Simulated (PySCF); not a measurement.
Calculated NMR data

Rapidly exchanging positions averaged, non-relativistic, in vacuum, one conformer. PBE0-D3(BJ)/def2-SVP structure; spin–spin couplings from B3LYP/pcJ-1; shieldings: GIAO PBE0/pcSseg-1; PySCF.

Scale: TMS for $^{1}$H (σ = 31.27 ppm) and $^{13}$C (σ = 184.41 ppm) (reference shieldings calculated alike). Multiplet labels drop J under 1 Hz and among equivalent protons, and merge close values. Unscaled 3J(H,H) run several per cent high. Vicinal couplings that depend on rotamer populations or ring flexing (ring, CH–CH, X–H and H–F types) are those of the one conformer. One-bond C–F couplings are unscaled and too large by tens of Hz. Shifts are as computed. Against solution values, carbons near 30 ppm lie about +2 ppm off and those near 130 ppm about +5 ppm (rms about the fit 1.9 ppm; single classes can miss by 10 ppm). Of 1328 compounds with measured shifts, 309 miss one by over three times the rms of a fit or turn the order of signals round; such compounds aren't used in these exercises. Signals without a measured value on file couldn't be tested in this way; 1H shifts scatter by 0.2 ppm about their fit, and single ones miss by 0.5 ppm. For the larger molecules the spin–dipole term is left out of H,H and C,H couplings. OH and NH positions are gas-phase values without hydrogen bonding to other molecules.

**1.** SMILES C(/F)=C\CF, C₃H₄F₂. $^{1}$H NMR (600 MHz, computed): δ 6.91 (m, 1H), 5.30 (m, 1H), 5.10 (ddt, J = 53.0, 7.9, 3.3 Hz, 2H). $^{13}$C{$^{1}$H} NMR (computed): δ 158.3 (CH, dd, J = 336.7, 21.8 Hz), 112.8 (CH, dd, J = 12.5, 11.0 Hz), 80.7 (CH2, dd, J = 238.4, 6.8 Hz).

**2.** 3-(trifluoromethyl)phenol, C₇H₅F₃O. $^{1}$H NMR (600 MHz, computed): δ 7.54 (tq, J = 8.9, 1.0 Hz, 1H), 7.30 (dd, J = 8.6, 1.3 Hz, 1H), 7.19 (dd, J = 9.2, 2.6 Hz, 1H), 6.86 (dd, J = 2.6, 1.3 Hz, 1H), 4.10 (br s, 1H). $^{13}$C{$^{1}$H} NMR (computed): δ 161.7, 138.6 (q, J = 34.9 Hz), 136.6, 128.8 (q, J = 336.1 Hz), 122.8, 122.7 (q, J = 3.1 Hz), 113.8 (q, J = 4.3 Hz).
